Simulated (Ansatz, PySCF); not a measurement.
Gas-phase reaction (SMILES): COC(F)(F)F [trifluoro(methoxy)methane] + 5 [H][H] (H2) -> 2 C (CH4) + 3 F (HF) + O (H2O); energy of full hydrogenation.

Structures are relaxed separately at B3LYP-D3(BJ)/def2-TZVP in Ansatz (a quantum-chemistry and plane-wave program), one conformer each, not searched for the lowest. Correlated levels leave the core frozen unless marked. No spin-orbit coupling. No relativistic terms. Basis-set limits of correlation are two-point, X^-3; Hartree-Fock from the larger set. [CCSD(T)-MP2]/basis is that difference in the basis named. Thermal terms are rigid-rotor harmonic-oscillator values from B3LYP-D3(BJ) frequencies (PySCF) at 298.15 K and 1 atm. 1 Eh = 627.5095 kcal/mol.

```tsv
species	E, RI-MP2/CBS(cc-pVTZ,cc-pVQZ)+[CCSD(T)-MP2]/cc-pVTZ (Ansatz) (Eh)	E, wB97M-V/def2-TZVPD (Ansatz) (Eh)	H - E (Eh)	G - E (Eh)
COC(F)(F)F	-452.44778	-452.85832	0.06377	0.02704
[H][H] (H2)	-1.17529	-1.16077	0.01336	-0.00144
C (CH4)	-40.46125	-40.49098	0.04840	0.02728
F (HF)	-100.39237	-100.46200	0.01259	-0.00713
O (H2O)	-76.37659	-76.43347	0.02495	0.00353
```

Work out ΔE and ΔH, ΔG, ΔS and the equilibrium constant at 298.15 K at the first level, then ΔH at the second.


1. ΔE = [2×(-40.46125) + 3×(-100.39237) + (-76.37659)] - [(-452.44778) + 5×(-1.17529)] = -0.15197 Eh = -95.4 kcal/mol at RI-MP2/CBS(cc-pVTZ,cc-pVQZ)+[CCSD(T)-MP2]/cc-pVTZ.
2. The terms H - E add up to 0.02895 Eh, so ΔH = (-0.15197 + (0.02895))×627.5095 = -77.2 kcal/mol.
3. The terms G - E add up to 0.01686 Eh, so ΔG = -84.8 kcal/mol, and ΔS = (0.02895 - (0.01686))×627509.5/298.15 = 25.4 cal/(mol K).
4. log10 K = -ΔG/(RT ln 10) = 62.2, with RT ln 10 = 1.3642 kcal/mol.
5. At wB97M-V/def2-TZVPD the same steps give ΔE = -87.4 and ΔH = -69.2 kcal/mol, a shift of +8.0 from the first level.
6. These values are not checked against measurement here, since the tables used lack a sound gas-phase enthalpy of formation for at least one species.
